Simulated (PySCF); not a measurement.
Numbering as in the mapped SMILES `[CH3:1][CH:2]([CH3:3])[c:4]1[cH:5][cH:6][n:7][cH:8][cH:9]1`; H(Xn) means a hydrogen on atom n.

Theory: σ from GIAO-PBE0/pcSseg-1, GFN2-xTB structure, in PySCF 2.14 (no relativistic terms, rapidly exchanging positions averaged, one computed conformer, in vacuum).

δ = σ(ref) − σ, references computed at the same level: TMS for 13C (186.93 ppm).

Task: Do the 13C shifts follow the atomic charges (in e)? Tabulate both.

Result: 
```tsv
atoms	hybridisation	δ (ppm)	σ para (ppm)	Hirshfeld	IAO	Mulliken	ESP-fitted
C4	sp2	163.9	-240	+0.03	+0.04	-0.14	+0.71
C6/C8	sp2	156.1	-220	+0.01	-0.01	+0.17	+0.62
C5/C9	sp2	126.5	-194	-0.06	-0.19	-0.14	-0.84
C2	sp3	40.1	-96	-0.02	-0.10	-0.28	+0.25
C1/C3	sp3	26.7	-88	-0.12	-0.41	-0.19	-0.55
```

Correlation coefficients of δ with charge over these carbons: Hirshfeld +0.71, IAO +0.75, Mulliken +0.67, ESP-fitted +0.46; with the paramagnetic shielding -1.00. With so few points, grouped by hybridisation, these coefficients are fragile. Charge is one influence among several: hybridisation and low-lying excitations act through the paramagnetic term.

Shifts are as computed. Against solution values, carbons near 30 ppm lie about +3 ppm off and those near 130 ppm about +5 ppm. Of 1211 compounds with measured shifts, 218 miss one by over three times the rms of a fit or turn the order of signals round; such compounds aren't used in these exercises.
